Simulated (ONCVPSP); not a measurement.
# scandium: one change to an ONCV potential, before and after

ONCVPSP 4.0.1 input, shortened (lines: element, Z, core and valence counts, functional; n l f; lmax; l rc ep ncon nbas qcut; lloc lpopt rc5 dvloc0; l nproj debl; icmod fcfact rcfact), PBE, scalar-relativistic:

```
  Sc 21.00    5    2        4      upf
    1    0    2.00
    2    0    2.00
    2    1    6.00
    3    0    2.00
    3    1    6.00
    3    2    1.00
    4    0    1.00
    2
    0    2.35    0.00    4    7    3.00
    1    2.45    0.03    4    7    2.80
    2    1.80    0.00    3    8    9.50
    4    3    1.60    4.00
    0    1    0.60
    1    1    2.30
    2    2    0.80
    1    0.25    0.00
```

In the p channel the program set the typed energies aside and used 0.050 Ha.

Change: core correction polynomial model core, fcfact 0.2.

Cutoffs: the cutoffs (Ha) at which the residual kinetic energy of the hardest occupied pseudo-wave falls to 1 and 0.1 mHa per electron; they do not see the model core or the augmentation charge, which bear on the density cutoff. Errors are all-electron minus pseudo energies relative to the spin-unpolarised reference configuration.

**Question.** How do hardness, ghosts and transferability respond?

**Answer.** The potential gets neither clearly harder nor softer (29 Ha and 34 Ha → 29 Ha and 34 Ha); of the 4 tests that both files solve, the error grows in 3 and shrinks in 1 by more than 15 % and 0.3 meV (median size 18.6 → 13.0 meV); neither file shows a bound ghost. A model core, the more so a compact one, raises the density cutoff, which this test does not measure.

| quantity | base | changed |
| --- | --- | --- |
| cutoff, loose | 29 Ha | 29 Ha |
| cutoff, tight | 34 Ha | 34 Ha |
| bound ghosts | none | none |
| GHOST(+) flags under 300 eV | none | none |
| error for 3d1 4s2, meV [ΔE -6.90 eV] | +10 | +12 |
| error for 3d1 4s0, meV [ΔE 12.77 eV] | +27 | +38 |
| error for 3d1 4s1.5, meV [ΔE -4.14 eV] | +3.6 | +4.4 |
| error for 3d0 4s2, meV [ΔE 1.48 eV] | -43 | +14 |
| s: phases at 2.39 bohr within 0.05 rad from the reference energy up to (Ha; the scan ends near 5) | -0.0 | -0.0 |
| p: phases at 2.49 bohr within 0.05 rad from the reference energy up to (Ha; the scan ends near 5) | 0.4 | 0.4 |
| d: phases at 1.82 bohr within 0.05 rad from the reference energy up to (Ha; the scan ends near 5) | to the end of the scan | to the end of the scan |
| rms error of d²Exc/dni dnj with the model core, mHa | 17.38 | 19.60 |
